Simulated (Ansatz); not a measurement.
Diatomic ScH, closed-shell singlet (the spin of the measured ground state). No spin–orbit coupling. Sc is treated without relativity.

The constants come from a fifth-degree fit in 1/R (seven points, main isotopes). Runs in def2 and cc sets follow the lowest solution found near the PBE0 minimum. The singlet is held restricted.

Correlated levels freeze the inner cores; with def2 sets outer-core shells near the valence are correlated too. CBS(a, b) extrapolates the correlation energy as X⁻³ and adds the Hartree–Fock energy of set b.

Codes used: Ansatz (a quantum-chemistry and plane-wave program). 

Q: What bond length and harmonic frequency does PBE0/def2-TZVPP give, and what D_e (from each atom's lowest state at the same level)?

A: r_e = 1.748 Å, ω_e = 1635 cm⁻¹, D_e = 2.19 eV.

Q: What bond length and harmonic frequency does B2PLYP/def2-TZVPP give?

A: r_e = 1.749 Å, ω_e = 1654 cm⁻¹.

Q: What bond length and harmonic frequency does CCSD(T)/CBS(def2-TZVPP, def2-QZVPP) give, and what D_e (from each atom's lowest state at the same level)?

A: r_e = 1.762 Å, ω_e = 1683 cm⁻¹, D_e = 2.40 eV.

Measured for the ground state: D_0 2.086 ± 0.18 eV (a handbook's tabulated 298 K bond energy less 3RT/2; such tables hold older values) [Luo, bond dissociation energies, CRC Handbook]. dipole 1.74 D [NIST CCCBDB].

Doubts at one or more of the structures used: a restricted determinant that unrestricted orbitals would lower (B2PLYP/def2-TZVPP, CCSD(T)/CBS(def2-TZVPP, def2-QZVPP)).
